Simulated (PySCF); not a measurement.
Q: What does the PBE0-D3(BJ)/def2-SVP structure of `C[SiH](C)BN` look like in three dimensions?

A: 
```
atom  x, y, z in Å
C1    -1.6347   -0.9270   -0.2200
Si2   -0.1786    0.1028    0.4117
C3    -0.5578    1.9350    0.1322
B4     1.5382   -0.4385   -0.5109
N5     2.6210   -0.9394    0.2021
H6    -2.5772   -0.6194    0.2600
H7    -1.7498   -0.8009   -1.3083
H8    -1.4862   -1.9994   -0.0192
H9    -0.0578   -0.1247    1.8990
H10   -1.4942    2.2257    0.6342
H11    0.2482    2.5788    0.5169
H12   -0.6706    2.1434   -0.9438
H13    1.6653   -0.3426   -1.7162
H14    3.4925   -1.2219   -0.2304
H15    2.6145   -1.0581    1.2081
```

Any rigid rotation of these coordinates is as good. Atoms count from 1 in this order. B4 (three-coordinate boron) is planar (angles 121.6°, 121.3° and 117.1°, sum 360.0°, 0.00 Å off the plane of its three neighbours). N5 (boron-bound nitrogen) is planar (angles 123.5°, 123.1° and 113.4°, sum 360.0°, 0.00 Å off the plane of its three neighbours). Si2 (SiH silicon) is tetrahedral (angles from 107.9° to 111.2°).

Bonds between heavy atoms (Å): C1–Si2 1.892, Si2–C3 1.892, Si2–B4 2.023, B4–N5 1.390.

Theory: PySCF 2.14.0, PBE0-D3(BJ)/def2-SVP geometry optimisation, gas phase.

Point group: Cs (tolerance 0.08 Å). No frequency check. The numbers are those of one conformer (C1–Si2–B4–N5 -119°).

Time: 58 s wall; peak memory 0.53 GiB. Hardware: Arm Neoverse V1, one thread, no GPU, shared host with 32 logical CPUs at a one-minute load of 38. These figures are those of the optimisation.
